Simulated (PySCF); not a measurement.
Species: C3H6AlBO4.
SMILES with atom numbers: `[OH:1][B:2]([OH:3])[C:4]1=[CH:5][O:6][AlH2-:7][O+:8]=[CH:9]1`

Probes without a nucleus sit at each ring's centroid and 1 Å off its mean plane on both sides; NICS is minus the shielding there, NICSzz its component along the normal. Level: GIAO KT2/pcSseg-1 (PySCF, non-relativistic, gas phase) on the PBE0-D3(BJ)/def2-SVP geometry, one conformer.

Ring bond lengths (Å): C4–C5 1.407, C5–O6 1.265, O6–Al7 1.867, Al7–O8 1.868, O8–C9 1.265, C9–C4 1.407.

Q: What do the NICS probes read (ppm)?

A: 
```csv
ring,type,NICS(0),"NICS(1), two faces","NICS(1)zz, two faces",rms pucker (Å),"centre to ring atoms, mean (Å)"
C4–C5–O6–Al7–O8–C9,"6-membered ring with Al and 2 O; formal bonds 2 double, 4 single",3.9,0.5 / 0.5,5.3 / 5.3,0.00,1.50
```

Q: What can be read from them?

A: 
- C4–C5–O6–Al7–O8–C9: mean NICS(1)zz 5.3 ppm, deshielded. Al7 has four or more neighbours; no verdict on aromaticity is drawn.

Q: List the ring angles.

A: 
- C4–C5–O6–Al7–O8–C9: C4 119.5°, C5 126.6°, O6 127.2°, Al7 92.9°, O8 127.2°, C9 126.6°; sum 720.0° against 720° for a flat convex ring.

Q: How do the values depend on the level or the medium?

A: 
```
                                 level  NICS(0), C4–C5–O6–Al7–O8–C9  mean NICS(1)zz, C4–C5–O6–Al7–O8–C9
                     KT2/pcSseg-1, gas                          3.9                                 5.3
                    PBE0/pcSseg-1, gas                          3.8                                 4.4
     PBE0/pcSseg-1, IEF-PCM chloroform                          3.6                                 4.1
PBE0/pcSseg-1, IEF-PCM dichloromethane                          3.6                                 4.0
```

The geometry is the same throughout; the continuum's cavity takes Bondi-type radii × 1.2.

Shape of the structure used: `[OH:1][B:2]([OH:3])[C:4]1=[CH:5][O:6][AlH2-:7][O+:8]=[CH:9]1`: O1–B2–C4–C5 180°, H–O1–B2–O3 -1°, H–O3–B2–O1 0°.
